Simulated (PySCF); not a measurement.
# Deuteron quadrupole couplings in `CC(F)(F)OC1CC1`

Species: C5H8F2O.
Cartesian coordinates in Å at the GFN2-xTB level; atoms count from 1:
```xyz
16
C5H8F2O angstrom
C     -2.5836   -0.2710   -0.2873
C     -1.2482    0.4389   -0.2084
F     -0.8663    0.8638   -1.4576
F     -1.3852    1.6189    0.4846
O     -0.3116   -0.3428    0.3528
C      0.9786    0.2316    0.4974
C      2.1142   -0.7298    0.6076
C      1.9602    0.1088   -0.6269
H     -3.3189    0.4029   -0.7178
H     -2.4756   -1.1530   -0.9106
H     -2.8839   -0.5618    0.7143
H      0.9685    1.1317    1.1017
H      1.8725   -1.7779    0.5351
H      2.9054   -0.5006    1.3036
H      2.6415    0.9281   -0.7943
H      1.6248   -0.3789   -1.5285
```

Level: PBE0/pcSseg-1 (PySCF, non-relativistic); Q(2H) = 0.00286 b; rigid geometry, the same for H and D, with no vibrational averaging.

Question: Tabulate Vzz, the asymmetry η and χzz = 234.96 MHz × Q × Vzz for every hydrogen position.

Answer: 
```json
{"atom": "H9", "bonded to": "C1", "bond length (Å)": "1.086", "Vzz (au)": "0.3121", "η": "0.03", "χzz (kHz)": "210"}
{"atom": "H10", "bonded to": "C1", "bond length (Å)": "1.085", "Vzz (au)": "0.3145", "η": "0.04", "χzz (kHz)": "211"}
{"atom": "H11", "bonded to": "C1", "bond length (Å)": "1.085", "Vzz (au)": "0.3141", "η": "0.04", "χzz (kHz)": "211"}
{"atom": "H12", "bonded to": "C6", "bond length (Å)": "1.084", "Vzz (au)": "0.3112", "η": "0.14", "χzz (kHz)": "209"}
{"atom": "H13", "bonded to": "C7", "bond length (Å)": "1.078", "Vzz (au)": "0.3333", "η": "0.07", "χzz (kHz)": "224"}
{"atom": "H14", "bonded to": "C7", "bond length (Å)": "1.078", "Vzz (au)": "0.3329", "η": "0.07", "χzz (kHz)": "224"}
{"atom": "H15", "bonded to": "C8", "bond length (Å)": "1.079", "Vzz (au)": "0.3328", "η": "0.07", "χzz (kHz)": "224"}
{"atom": "H16", "bonded to": "C8", "bond length (Å)": "1.079", "Vzz (au)": "0.3321", "η": "0.08", "χzz (kHz)": "223"}
```

Question: How does χzz go with the bond length over the 8 C–H bonds?

Answer: A straight-line fit has a slope of -18.7 kHz for each 0.01 Å, with a correlation coefficient of -0.98, over lengths from 1.078 to 1.086 Å. The longer bonds have the smaller couplings here.

Question: Give the 2H NMR doublet splittings at H15 for a magnetic field along the z, y and x axes of the gradient: 3χ/2, 3χ(1 + η)/4, 3χ(1 − η)/4.

Answer: With |χ| = 223.6 kHz and η = 0.068: 335, 179 and 156 kHz, to first order and without motion.

The structure is a single GFN2-xTB conformer in the gas phase; no vibrational or solvent corrections. GFN2-xTB bond lengths can be off by several hundredths of an ångström, more for odd bonds, and the gradients follow them. The basis is small and wasn't made for field gradients, so the couplings can be 20 % off.
